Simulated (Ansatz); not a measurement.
Process, species as SMILES: Br atom → [Br-] (an electron is taken up)
B3LYP-D3(BJ)/def2-TZVP geometries, fixed; electronic energies without zero-point terms; positive where energy is released.

The adiabatic electron affinity at CCSD(T) with Ansatz (a first-principles code), in eV, split into its Hartree-Fock and correlation parts. Cores are frozen (with 3d on Ga to Br). Open shells are unrestricted. No added dispersion term, no relativity. Functions are those of the species that has most. These sets lack the diffuse functions that anions need.

| basis | X | functions | Hartree-Fock | CCSD(T) |
|---|---|---|---|---|
| cc-pVDZ | 2 | 27 | 1.959 | 2.459 |
| cc-pVTZ | 3 | 43 | 2.269 | 3.104 |
| cc-pVQZ | 4 | 68 | 2.353 | 3.383 |
| cc-pV5Z | 5 | 104 | 2.366 | 3.458 |

Worked estimate of the basis-set limit from each neighbouring pair, with Hartree-Fock from the larger set and the correlation part extrapolated as X^-3.
Correlation parts: X = 2: 0.500, X = 3: 0.835, X = 4: 1.030, X = 5: 1.092.
- (2,3): (27·(0.835) - 8·(0.500))/19 = 0.976; with Hartree-Fock 2.269 the estimate is 3.245 eV.
- (3,4): (64·(1.030) - 27·(0.835))/37 = 1.172; with Hartree-Fock 2.353 the estimate is 3.525 eV.
- (4,5): (125·(1.092) - 64·(1.030))/61 = 1.157; with Hartree-Fock 2.366 the estimate is 3.523 eV.
The last two estimates differ by 0.002 eV; the largest set lies 0.065 from the last. Over the last step Hartree-Fock moves by 0.013 and the correlation part by 0.062.
